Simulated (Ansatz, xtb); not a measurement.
## Relative energy of two isomers of C5H5BrS

Structure a: `SC1=CC(Br)=CC1`, a singlet. Structure b: `SC1=CC=C(Br)C1`, a singlet. Both are isolated molecules in the gas phase, relaxed with PBE0-D3(BJ)/def2-SVP; the shapes shown needn't be the lowest conformers.

a (Å):

```yaml
atoms:
  - { symbol: C, position_ang: [-2.2622, 0.7900, 0.3877] }
  - { symbol: C, position_ang: [-1.7636, 0.0267, -0.6145] }
  - { symbol: C, position_ang: [-0.6373, -0.7308, -0.0760] }
  - { symbol: C, position_ang: [-0.4332, -0.4514, 1.2273] }
  - { symbol: C, position_ang: [-1.4634, 0.5538, 1.6395] }
  - { symbol: Br, position_ang: [0.3550, -1.9233, -1.1231] }
  - { symbol: S, position_ang: [-3.6187, 1.8862, 0.2690] }
  - { symbol: H, position_ang: [-3.5894, 2.2994, 1.5531] }
  - { symbol: H, position_ang: [-2.1159, -0.0335, -1.6435] }
  - { symbol: H, position_ang: [0.3326, -0.8678, 1.8790] }
  - { symbol: H, position_ang: [-2.1063, 0.1791, 2.4566] }
  - { symbol: H, position_ang: [-1.0063, 1.4925, 2.0020] }
```

b (Å):

| atom | x (Å) | y (Å) | z (Å) |
| --- | --- | --- | --- |
| C | -2.2100 | -0.4083 | 0.5658 |
| C | -1.0434 | -0.8817 | 0.0605 |
| C | -0.0050 | 0.1328 | 0.2115 |
| C | -0.5425 | 1.2178 | 0.8071 |
| C | -1.9940 | 0.9832 | 1.0913 |
| Br | 0.3152 | 2.8140 | 1.2494 |
| S | -3.7377 | -1.2592 | 0.6120 |
| H | -4.4415 | -0.2758 | 1.2098 |
| H | -0.8880 | -1.8622 | -0.3908 |
| H | 1.0312 | 0.0221 | -0.1078 |
| H | -2.2162 | 1.0551 | 2.1701 |
| H | -2.6352 | 1.7209 | 0.5783 |

Quicker runs give these differences E(b) − E(a): GFN2-xTB −0.021 eV; HF/STO-3G +0.005 eV (at GFN2-xTB geometries); r2SCAN-D4/def2-SVP 0.000 eV (at GFN2-xTB geometries).

**Question.** Estimate E(b) − E(a) at the level CCSD(T)/def2-SVP + ΔMP2/def2-TZVPP.

**Answer.** CCSD(T)/def2-SVP + ΔMP2/def2-TZVPP gives E(b) − E(a) = +0.009 eV, slightly favouring structure a, which is too small a margin to settle the true order.

How the difference moves with the method:

| level | geometry | E(b) − E(a) (eV) | departure from the last row (eV) | job, with rough time for the two |
| --- | --- | --- | --- | --- |
| GFN2-xTB | GFN2-xTB | −0.021 | −0.030 | optimisation, 0.29 s |
| HF/STO-3G | GFN2-xTB | +0.005 | −0.004 | single point, 1.4 s |
| r2SCAN-D4/def2-SVP | GFN2-xTB | 0.000 | −0.008 | single point, 5.8 s |
| PBE0-D3(BJ)/def2-SVP | PBE0-D3(BJ)/def2-SVP | −0.004 | −0.012 | optimisation, 56 s |
| HF/def2-SVP | PBE0-D3(BJ)/def2-SVP | −0.001 | −0.010 | part of the CCSD(T) run |
| MP2/def2-SVP | PBE0-D3(BJ)/def2-SVP | +0.001 | −0.008 | part of the CCSD(T) run |
| CCSD(T)/def2-SVP | PBE0-D3(BJ)/def2-SVP | −0.002 | −0.011 | single point |
| CCSD(T)/def2-SVP + ΔMP2/def2-TZVPP | PBE0-D3(BJ)/def2-SVP | +0.009 |  | single point, 2.3 min |

As drawn, both hold the same kinds of bond in the same numbers.

The largest departure from CCSD(T)/def2-SVP + ΔMP2/def2-TZVPP is that of GFN2-xTB, 0.030 eV. The last row adds to CCSD(T) the change of the MP2 difference between the two basis sets, here +0.011 eV.

With thermal terms from frequencies at re-optimised GFN2-xTB minima (ideal gas, soft modes damped towards free rotors, one conformer each, 298.15 K, 1 atm): the zero-point term adds +0.004 eV; ΔH is +0.013 and ΔG +0.010 eV.

The correlated steps freeze 19 core orbitals; the filled d shell of Br is correlated, in a basis made for valence electrons. Programs: Ansatz 0.2.0, xtb 6.7.1; the last row on 2 threads of Intel(R) Xeon(R) Processor @ 2.70GHz on a shared host.
